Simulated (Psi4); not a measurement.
I₂Sn, singlet, at a GFN2-xTB geometry (such geometries of metal compounds can be far from the true shape) (all electrons, no relativity); Psi4 with MN15/STO-3G.

Psi4 was given this input:
```
memory 2 GB

molecule mol {
0 1
  Sn   -0.000853   -0.003955    1.154732
  I     1.086715   -1.845360   -0.550210
  I    -1.085910    1.849092   -0.539160
}

set basis sto-3g
set reference rks
set scf_type pk

energy('mn15')
print_variables()
```

What the program printed (banner, timings and long lists left out):

```
   => Loading Basis Set <=

    Name: STO-3G
    Role: ORBITAL
    Keyword: BASIS

         ---------------------------------------------------------
                                   SCF
               by Justin Turney, Rob Parrish, Andy Simmonett
                          and Daniel G. A. Smith
                              RKS Reference
         ---------------------------------------------------------

  ==> Geometry <==

    Molecular point group: cs
    Full point group: Cs

    Geometry (in Angstrom), charge = 0, multiplicity = 1:

       Center              X                  Y                   Z               Mass
    ------------   -----------------  -----------------  -----------------  -----------------
         SN           0.002975562757    -1.154176035981     0.000000000000   119.902201630000
         I            2.141563919072     0.550770765021     0.000000000000   126.904471900000
         I           -2.144375297744     0.539720733905     0.000000000000   126.904471900000

  Running in cs symmetry.

  Rotational constants: A =      0.07168  B =      0.01446  C =      0.01203 [cm^-1]
  Rotational constants: A =   2148.88869  B =    433.58612  C =    360.78892 [MHz]
  Nuclear repulsion = 1372.271072479008126

  Charge       = 0
  Multiplicity = 1
  Electrons    = 156
  Nalpha       = 78
  Nbeta        = 78

  ==> Algorithm <==

  SCF Algorithm Type is PK.
  DIIS enabled.
  MOM disabled.
  Fractional occupation disabled.
  Guess Type is SAD.
  Energy threshold   = 1.00e-06
  Density threshold  = 1.00e-06
  Integral threshold = 1.00e-12

  ==> Primary Basis <==

  Basis Set: STO-3G
    Blend: STO-3G
    Number of shells: 33
    Number of basis functions: 81
    Number of Cartesian functions: 87
    Spherical Harmonics?: true
    Max angular momentum: 2

  ==> DFT Potential <==

   => LibXC <=

    Version 7.1.2
    S. Lehtola, C. Steigemann, M. J. T. Oliveira, and M. A. L. Marques,  SoftwareX 7, 1–5 (2018) (10.1016/j.softx.2017.11.002)

   => Composite Functional: MN15 <=

   MN15 Hybrid Meta-GGA Exchange-Correlation Functional

    H. S. Yu, X. He, S. L. Li, and D. G. Truhlar, Chem. Sci. 7, 5032-5051, 2016

    Deriv               =              1
    GGA                 =           TRUE
    Meta                =           TRUE

    Exchange Hybrid     =           TRUE
    MP2 Hybrid          =          FALSE

   => Exchange Functionals <=

    1.0000   XC_HYB_MGGA_X_MN15

   => Exact (HF) Exchange <=

    0.4400               HF

   => Correlation Functionals <=

    1.0000   XC_MGGA_C_MN15

   => LibXC Density Thresholds  <==

    XC_MGGA_C_MN15:  1.00E-15
    XC_HYB_MGGA_X_MN15:  1.00E-15

   => Molecular Quadrature <=

    Radial Scheme          =       TREUTLER
    Pruning Scheme         =           NONE
    Nuclear Scheme         =       TREUTLER

    Blocking Scheme        =         OCTREE
    BS radius alpha        =              1
    Pruning alpha          =              1
    Radial Points          =             75
    Spherical Points       =            302
    Total Points           =          56752
    Total Blocks           =            509
    Max Points             =            254
    Max Functions          =             61
    Weights Tolerance      =       1.00E-15

  ==> Integral Setup <==

  Using in-core PK algorithm.
   Calculation information:
      Number of atoms:                   3
      Number of AO shells:              33
      Number of primitives:             99
      Number of atomic orbitals:        87
      Number of basis functions:        81

      Integral cutoff                 1.00e-12
      Number of threads:                 1

  Performing in-core PK
  Using 11032362 doubles for integral storage.
  We computed 61244 shell quartets total.
  Whereas there are 157641 unique shell quartets.

  ==> DiskJK: Disk-Based J/K Matrices <==

    J tasked:                  Yes
    K tasked:                  Yes
    wK tasked:                  No
    Schwarz Cutoff:          1E-12

  Minimum eigenvalue in the overlap matrix is 3.2217131619E-01.
  Reciprocal condition number of the overlap matrix is 1.8133019763E-01.
    Using symmetric orthogonalization.

  ==> Pre-Iterations <==

  SCF Guess: Superposition of Atomic Densities via on-the-fly atomic UHF (no occupation information).

   -------------------------
    Irrep   Nso     Nmo
   -------------------------
     A'        57      57
     A"        24      24
   -------------------------
    Total      81      81
   -------------------------

  ==> Iterations <==

                        Total Energy        Delta E     RMS |[F,P]|

   @RKS iter SAD: -19655.60376455465303   -1.96556e+04   0.00000e+00
   @RKS iter   1: -19659.49008602253889   -3.88632e+00   5.46825e-03 DIIS/ADIIS
   @RKS iter   2: -19659.54307876277744   -5.29927e-02   1.78730e-03 DIIS/ADIIS
   @RKS iter   3: -19659.56070185141652   -1.76231e-02   8.39904e-04 DIIS/ADIIS
   @RKS iter   4: -19659.56487044043388   -4.16859e-03   1.54369e-05 DIIS
   @RKS iter   5: -19659.56487335171914   -2.91129e-06   4.40514e-06 DIIS
   @RKS iter   6: -19659.56487353750344   -1.85784e-07   5.17434e-07 DIIS
  Energy and wave function converged.

  ==> Post-Iterations <==

   Electrons on quadrature grid:
      Ntotal   =  155.9999503805 ; deviation = -4.962e-05

    Orbital Energies [Eh]
    ---------------------

    Doubly Occupied:

       1Ap  -1147.329365     2Ap  -1147.329365     3Ap  -1013.928322
       4Ap  -169.257082     5Ap  -169.257031     6Ap  -163.204747
       7Ap  -163.204742     1App -163.203356     2App -163.203355
       8Ap  -163.203054     9Ap  -163.203052    10Ap  -146.261285
       3App -140.601253    11Ap  -140.601154    12Ap  -140.600398
      13Ap   -31.982707    14Ap   -31.982474    15Ap   -29.944530
      16Ap   -29.944421     4App  -29.940929     5App  -29.940908
      17Ap   -29.940048    18Ap   -29.940007    19Ap   -26.315775
       6App  -24.260192    20Ap   -24.258349    21Ap   -24.256601
      22Ap   -21.655277    23Ap   -21.655272     7App  -21.654601
       8App  -21.654600    24Ap   -21.653975    25Ap   -21.653975
       9App  -21.651713    10App  -21.651713    26Ap   -21.651676
      27Ap   -21.651676    28Ap   -16.721177    11App  -16.720636
      12App  -16.719571    29Ap   -16.718263    30Ap   -16.717734
      31Ap    -5.351492    32Ap    -5.351491    33Ap    -4.297397
      34Ap    -4.297374    13App   -4.286089    14App   -4.286084
      35Ap    -4.283176    36Ap    -4.283154    37Ap    -3.878038
      15App   -2.902157    38Ap    -2.896900    39Ap    -2.890582
      40Ap    -1.553544    41Ap    -1.553026    16App   -1.550018
      17App   -1.549891    42Ap    -1.547808    43Ap    -1.547782
      18App   -1.539408    19App   -1.539407    44Ap    -1.539275
      45Ap    -1.539267    46Ap    -0.605818    47Ap    -0.603922
      20App   -0.597068    21App   -0.592697    48Ap    -0.588001
      49Ap    -0.551415    50Ap    -0.508265    51Ap    -0.343766
      52Ap    -0.263826    22App   -0.229240    53Ap    -0.226950
      23App   -0.207034    54Ap    -0.201889    55Ap    -0.163857

    Virtual:

      24App    0.002620    56Ap     0.122288    57Ap     0.136252

    Final Occupation by Irrep:
             Ap   App
    DOCC [    55,   23 ]
    NA   [    55,   23 ]
    NB   [    55,   23 ]

  @RKS Final Energy: -19659.56487353750344

   => Energetics <=

    Nuclear Repulsion Energy =           1372.2710724790081258
    One-Electron Energy =              -29873.1055774535125238
    Two-Electron Energy =                9120.7074572079782229
    DFT Exchange-Correlation Energy =    -279.4378257709781792
    Empirical Dispersion Energy =           0.0000000000000000
    VV10 Nonlocal Energy =                  0.0000000000000000
    Total Energy =                     -19659.5648735375034448

Computation Completed

Properties will be evaluated at   0.000000,   0.000000,   0.000000 [a0]

Properties computed using the SCF density matrix

 Multipole Moments:

 ------------------------------------------------------------------------------------
     Multipole            Electronic (a.u.)      Nuclear  (a.u.)        Total (a.u.)
 ------------------------------------------------------------------------------------

 L = 1.  Multiply by 2.5417464519 to convert [e a0] to [Debye]
 Dipole X            :          0.0029879           -0.0004251            0.0025628
 Dipole Y            :         -1.1591487            0.1648742           -0.9942746
 Dipole Z            :          0.0000000            0.0000000            0.0000000
 Magnitude           :                                                    0.9942779

 ------------------------------------------------------------------------------------

  Variable Map:
  ----------------------------------------------------------------------------
  "CURRENT ENERGY"              =>  -19659.564873537503
  "CURRENT REFERENCE ENERGY"    =>  -19659.564873537503
  "DD SOLVATION ENERGY"         =>       0.000000000000
  "DFT FUNCTIONAL TOTAL ENERGY" =>  -19659.564873537503
  "DFT TOTAL ENERGY"            =>  -19659.564873537503
  "DFT VV10 ENERGY"             =>       0.000000000000
  "DFT XC ENERGY"               =>    -279.437825770978
  "GRID ELECTRONS ALPHA"        =>      77.999975190245
  "GRID ELECTRONS BETA"         =>      77.999975190245
  "GRID ELECTRONS TOTAL"        =>     155.999950380490
  "NUCLEAR REPULSION ENERGY"    =>    1372.271072479008
  "ONE-ELECTRON ENERGY"         =>  -29873.105577453513
  "PCM POLARIZATION ENERGY"     =>       0.000000000000
  "PE ENERGY"                   =>       0.000000000000
  "SCF ITERATION ENERGY"        =>  -19659.564873537503
  "SCF ITERATIONS"              =>       6.000000000000
  "SCF TOTAL ENERGY"            =>  -19659.564873537503
  "TWO-ELECTRON ENERGY"         =>    9120.707457207978
  "XC GRID RADIAL POINTS"       =>      75.000000000000
  "XC GRID SPHERICAL POINTS"    =>     302.000000000000
  "XC GRID TOTAL POINTS"        =>   56752.000000000000

  Array Variable Map:
  ----------------------------------------------------------------------------
  "CURRENT DIPOLE"              =>       0.002562844510 ... 0.000000000000 1 by 3
  "SCF DIPOLE"                  =>       0.002562844510 ... 0.000000000000 1 by 3
  "SCF TOTAL ENERGIES"          =>  -19655.603764554653 ... -19659.564873537503 1 by 7
```
